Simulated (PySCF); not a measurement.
Ir(64+): ionisation energy

Ir(64+) [Ne] 3s2 3p1 (2P) → Ir(65+) [Ne] 3s2 (1S), as a difference of total energies. All numbers are calculated (PySCF 2.14, the spin-free X2C one-electron Hamiltonian (Gaussian nucleus), in an uncontracted even-tempered set (17 s from 18 bohr⁻², ratio 2.5; 12 p from 23 bohr⁻², ratio 2.5; 4 d from 89 bohr⁻², ratio 2.7; 4 f from 130 bohr⁻², ratio 2.7)). Correlated levels: outer shells: 1s2 frozen; virtual orbitals above 40 to 60 times the deepest correlated orbital energy dropped. The calculations carry no spin-orbit coupling.

```tsv
method	ionisation energy (eV)
UHF	7119.1
LDA	7120.6
PBE	7122.7
PBE0	7122.1
r2SCAN	7121.9
BLYP	7124.0
r2SCAN0	7121.6
MP2 (outer shells)	7119.8
SCS-MP2 (outer shells)	7119.7
```

A first-order spin-orbit estimate (lowest level to lowest level, LS coupling) adds 269.5 eV.

Breit and QED terms and the two-electron picture change are absent.

First order in ζ underestimates the shift of j = l − 1/2 levels at high Z.

For comparison: 7421 ± 24 eV (theoretical estimate listed by NIST; NIST Atomic Spectra Database, ionization energies).
